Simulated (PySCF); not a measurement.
Numbering as in the mapped SMILES `[BH3-:1][P+:2]1([C:3]([CH3:4])([CH3:5])[CH3:6])[CH:7]=[CH:8]1` (H(Xn): hydrogen on atom n).

- shielding tensors at KT3/pcSseg-1 (GIAO)
- coordinates at the PBE0-D3(BJ)/def2-SVP level
- program: PySCF
- averaged over atoms made equivalent by symmetry, fast rotation or ring inversion, relativity neglected, one conformer, gas phase

Scale: TMS for ¹³C (σref 182.31), ¹H (σref 31.32); ¹¹B (σref 100.51) vs BF3·OEt2; ³¹P (σref 332.35) vs H3PO4 (reference shieldings calculated alike).

```json
{"atoms": "C7/C8", "nucleus": "¹³C", "count": "2", "δ (ppm)": "129.5"}
{"atoms": "H(C4)/H(C5)/H(C6)", "nucleus": "¹H", "count": "9", "δ (ppm)": "?"}
{"atoms": "H(C7)/H(C8)", "nucleus": "¹H", "count": "2", "δ (ppm)": "8.18"}
{"atoms": "C4/C5/C6", "nucleus": "¹³C", "count": "3", "δ (ppm)": "28.5"}
{"atoms": "P2", "nucleus": "³¹P", "count": "1", "δ (ppm)": "?"}
{"atoms": "C3", "nucleus": "¹³C", "count": "1", "δ (ppm)": "35.8"}
{"atoms": "H(B1)", "nucleus": "¹H", "count": "3", "δ (ppm)": "1.06"}
{"atoms": "B1", "nucleus": "¹¹B", "count": "1", "δ (ppm)": "-47.2"}
```

**Question.** Complete the table.

**Answer.** 
- H(C4)/H(C5)/H(C6): 1.03 ppm, hydrogen on a methyl carbon
- P2: -105.4 ppm, phosphorus bonded to 3 C, B, in a 3-membered ring

Hydrogens on boron are broadened and split by ¹¹B (spin 3/2, 80 %) and 10B (spin 3). Shifts are as computed, not scaled to solution data. Of 1309 compounds with measured shifts, 239 miss one by over three times the rms of a fit or turn the order of signals round; such compounds aren't used in these exercises. Experimental scales use liquid or dissolved standards, which lie at an offset from isolated H3PO4.
